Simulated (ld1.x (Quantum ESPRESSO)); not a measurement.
**palladium (Pd): ultrasoft pseudisation with BLYP, scalar-relativistic reference atom.**

| Item | Value |
| --- | --- |
| Element | Pd (Z = 46) |
| Generator | ld1.x (Quantum ESPRESSO) 7.5 |
| Type | ultrasoft |
| Functional | BLYP |
| Relativity | scalar-relativistic |
| Frozen core | [Kr] |
| Valence charge | 10 |
| Reference configuration | 4d8 5s0 5p0 (charge +2) |
| Partial waves | 5s (bound, empty): rcut 2.05, rcutus 2.45 bohr; 5s channel at 1.3 Ry: rcut 2.05, rcutus 2.45 bohr; 5p (bound, empty): rcut 1.80, rcutus 2.30 bohr; 5p channel at 4.35 Ry: rcut 1.80, rcutus 2.30 bohr; 4d (bound): rcut 1.80, rcutus 2.00 bohr; 4d channel at -1.15 Ry: rcut 1.80, rcutus 2.00 bohr |
| Local potential | all-electron potential smoothed inside 2.20 bohr (lloc = -1) |
| Core correction | a·sin(br)/r model core inside 1.45 bohr |
| Augmentation charge | PSQ, inside the norm-conserving radii |

All-electron outer shells of the reference configuration (BLYP, scalar-relativistic, ld1.x):

```tsv
shell	level (eV)	outermost node (bohr)	outermost maximum (bohr)
4p	-75.98	0.46	0.90
4d	-27.23	0.45	1.07
5s	-20.48	1.13	2.27
5p	-14.34	1.27	2.74
```

**Question.** Estimate the cutoffs (Ry, on a coarse ladder) from which the occupation-weighted sum of valence levels, in a spherical-Bessel basis at the reference potential, stays within 10 and 1 mRy of its value at 400 Ry.

**Answer.** 30 Ry and 45 Ry.

**Question.** What does a ghost test show?

**Answer.** No extra level below or beside the all-electron valence levels (s, p, d, f tested).

**Question.** Is the overlap operator S = 1 + Σ q|β⟩⟨β| positive definite (Bessel basis up to 400 Ry)?

**Answer.** Yes: its lowest eigenvalue is 0.56 (s channel).

**Question.** Tests: 4d10 5s0 5p0; 4d9 5s0 5p0; 4d7 5s0 5p0; 4d9 5s0 5p1; 4d6 5s0 5p0; 4d8 5s1 5p0; 4d9 5s1 5p0. Which has the largest error in its energy relative to the reference configuration, and how large is it?

**Answer.** 4d6 5s0 5p0, with -3503 meV (all-electron minus pseudo) on +83.46 eV.
